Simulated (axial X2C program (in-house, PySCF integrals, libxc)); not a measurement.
# Potential curves of MoH, two-component

Calculated with an axial X2C code built on PySCF integrals. Two-component (2c) means X2C with spin–orbit coupling and atomic mean-field two-electron Coulomb and Gaunt terms. Basis: Mo dyall-cv3z [11s12p9d5f3g], H dyall-v3z [6s2p1d] (cores contracted in-house); Gaussian nuclei, density fitting, unrestricted open shells. Masses: Mo 97.905 u, H 1.008 u.

State: Ω = 5/2 (⟨Sz⟩ = 2.50, ⟨Lz⟩ = 0.00 at HF). Energies in eV from the fragments at the same level (Mo + H). Fits are polynomials in 1 − R0/R over 0.85 to 1.23 times the lowest point R0.

```json
{"R (Å)": "1.4955", "CCSD(T)": "", "B3LYP": "-2.2230"}
{"R (Å)": "1.5643", "CCSD(T)": "-2.2167", "B3LYP": "-2.4474"}
{"R (Å)": "1.6159", "CCSD(T)": "-2.3170", "B3LYP": "-2.5487"}
{"R (Å)": "1.6674", "CCSD(T)": "-2.3712", "B3LYP": "-2.6038"}
{"R (Å)": "1.7190", "CCSD(T)": "-2.3879", "B3LYP": "-2.6215"}
{"R (Å)": "1.7792", "CCSD(T)": "-2.3690", "B3LYP": "-2.6039"}
{"R (Å)": "1.8393", "CCSD(T)": "-2.3174", "B3LYP": "-2.5541"}
{"R (Å)": "1.9167", "CCSD(T)": "-2.2149", "B3LYP": "-2.4544"}
{"R (Å)": "2.0112", "CCSD(T)": "", "B3LYP": "-2.2953"}
{"R (Å)": "2.1488", "CCSD(T)": "", "B3LYP": "-2.0223"}
```

Correlated methods: 15 electrons correlated (number of frozen shells: Mo 3 s, 2 p, 1 d; H none), 225 virtual spin orbitals or spinors in MP2, 90 natural virtuals in coupled cluster.

Occupations by symmetry block were frozen at the best pattern of an incomplete PBE0 search. Dissociation energies refer to the lowest single-determinant-based atoms at the same level and basis. Density functionals use the spin component along the axis (collinear). CCSD and (T) use frozen natural virtuals with an MP2 correction for the truncation; (T) itself is uncorrected, so its De runs slightly low. With several unpaired electrons one determinant need not be a pure state. This is the top spin component of a Σ state; components of lower Ω are not single determinants and can lie lower. The determinant is spin-polarised beyond a pure state at some levels (its spin-free form has ⟨S²⟩ too high), which makes Re and μ there less reliable. Coupled cluster ran on the points near the minimum only. MP2 and coupled cluster on one determinant become unreliable at the stretched end.

(1) Fit the CCSD(T) curve near its minimum: give the equilibrium distance, the harmonic wavenumber and the well depth.

(2) Fit the B3LYP curve near its minimum: give the equilibrium distance, the harmonic wavenumber and the well depth.

Answers

(1) At CCSD(T), 2c: Re = 1.719 Å, ωe ≈ 1770 cm⁻¹, De = 2.39 eV to Mo + H; Be follows as 5.72 cm⁻¹.

(2) At B3LYP, 2c: Re = 1.721 Å, ωe ≈ 1760 cm⁻¹, De = 2.62 eV to Mo + H; Be follows as 5.7 cm⁻¹.
